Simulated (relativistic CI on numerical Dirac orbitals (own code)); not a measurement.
## Hyperfine structure of Bi17+, mass number 207

Computed by Dirac-Coulomb-Breit CI, separate exchange-only KLI orbitals for each configuration, a model potential for QED, unscaled Slater integrals (own radial code, finite nucleus).

Configurations in the expansion (outside the closed core [Kr] 4d10): 4f¹⁴5s²5p⁴, 4f¹⁴5s5p⁵, 4f¹⁴5s²5p³5d, 4f¹⁴5p⁶, 4f¹³5s²5p⁵, 4f¹⁴5s5p⁴5d, 4f¹⁴5s²5p³5f, 4f¹⁴5s5p⁴5f, 4f¹⁴5s²5p³5g, 4f¹⁴5s²5p³6s, 4f¹⁴5p⁵5d. Double excitations out of closed p, d and f shells are left out; levels of such configurations are missing from the list, as are those of other unlisted configurations, and high levels can miss mixing partners.

Nuclear spin I = 9/2, μ = 4.0729 μN, Q = -0.76 b (tables of Stone and Pyykkö). The electronic factors are computed for point nuclear moments, without core polarisation or the Bohr-Weisskopf and QED corrections.

| Level | E (cm⁻¹) | A (MHz) | B (MHz) |
| --- | --- | --- | --- |
| 4f¹⁴5s²5p⁴ ³P2 | 0.0 | 14780 | -4890 |
| 4f¹⁴5s²5p⁴ ³P1 | 239846.5 | -21620 | 12800 |
| 4f¹⁴5s²5p⁴ ¹D2 | 258966.0 | 51920 | 30500 |

Levels with J = 0, under 50 % of one LS term, or S terms without an open s electron are left out. Small factors come from cancelling terms and can be off by tens of per cent or more.

At this charge energies of transitions that change n are usually good to better than 1 %, and those within a shell (Δn = 0) to a few per cent.

(1) Give the hyperfine levels of 4f¹⁴5s²5p⁴ ³P1 relative to its centre of gravity.

## Answers

(1) With K = F(F + 1) − I(I + 1) − J(J + 1), E = AK/2 + B[¾K(K + 1) − I(I + 1)J(J + 1)]/[2I(2I − 1)J(2J − 1)]: F = 7/2: 124800, F = 9/2: 13080, F = 11/2: -94100 MHz.

LS names give the leading component of a level, which can be under half, so a name can repeat, a term be missing and a line seem to break the LS rules.
